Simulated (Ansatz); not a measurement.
```yaml
crystal:
  periodic: [false, false, false]
  atoms:
    - {symbol: C, position_ang: [-0.077701, 0.472904, -0.033482]}
    - {symbol: O, position_ang: [0.048342, -0.308399, 1.335316]}
    - {symbol: Zn, position_ang: [0.671816, -1.696927, 0.230265]}
    - {symbol: O, position_ang: [0.234580, -0.503440, -1.120316]}
    - {symbol: H, position_ang: [0.399587, 1.446848, -0.007172]}
    - {symbol: H, position_ang: [-1.260947, 0.690937, -0.170554]}
basis:
  gaussian: {orbitals: def2-TZVPP, final_grid: {core_spheres: 1, valence_spheres: 1, degree: 1}}
hamiltonian: {xc: {name: r2SCAN}}
```

```sh
$ ansatz run in.yaml --threads 2 --pin off --events-out ev --progress --plain --max-ram 32768MiB --backend cpu
```

It prints (some lines left out):

```
Functional definition: r2SCAN
1099 factors; their error is unknown
mean field evaluation 1: about -53567.6003 eV, gradient 8.3e1 eV
mean field evaluation 2: about -53372.1925 eV, gradient 2.7e2 eV
mean field evaluation 4: about -53576.7372 eV, gradient 4.7e1 eV
mean field evaluation 8: about -53580.2402 eV, gradient 3.0e-1 eV
mean field evaluation 32: about -54253.7118 eV, gradient 7.4e-5 eV
a density is far from that of the atoms, so the factors are made again for it
1628 factors; integrals over basis functions are off by at most 1.4e-4 eV
mean field -54254.51301250 eV, -1993.8165781797 hartree, gradient 2.3e-5 eV, S^2 0.000000; 0 other end points of the search recorded, 0 dependent functions left out
reference -54254.51304697 eV, -1993.8165794464 hartree; 27, 27 occupied and 158, 158 virtual orbitals, 1628 factors
Total energy: -54254.51304697 eV, -1993.8165794464 hartree
```

Something in this input is off. What?

The integration grid is far too coarse. Self-consistency was reached. The result belongs to that input, not to the molecule as meant.
